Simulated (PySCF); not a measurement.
**Polarisability and C₆ of Cl (chlorine, neutral)**

[Ne] 3s2 3p4 4s1, high-spin 4P determinant (an excited configuration). Calculation: PySCF 2.14, in aug-cc-pV(Q+d)Z with one added diffuse shell each of s, p, d, f, g type (8s7p6d4f3g, 114 functions); the non-relativistic Hamiltonian (point nucleus). Coupled (time-dependent) response in atomic units; α is the mean over directions.

| method | mean α (bohr³) | α xx, yy, zz | C₆ (like pair) | S(−4) |
| --- | --- | --- | --- | --- |
| r2SCANh | 414.7 | 429.8, 384.5, 429.8 | 6861 | 156300 |
| M06-L | 361.9 | 371.7, 342.4, 371.7 | 5698 | 115800 |

S(−4) is the Cauchy moment in α(ω) = α(0) + S(−4) ω² + …

α(iu) at M06-L:

```tsv
u (hartree)	α(iu) (bohr³)
0	361.9
0.0500	203.0
0.100	91.58
0.200	33.46
0.300	19.21
0.500	10.24
0.750	6.208
1.00	4.206
1.50	2.285
2.00	1.430
3.00	0.7202
5.00	0.3032
```

The components differ because the open shell of this determinant is not spherical; for a pure term their mean is the scalar polarisability.

The outer electron is Rydberg-like, and this basis confines it to a smaller radius and binds it less than a complete one would.
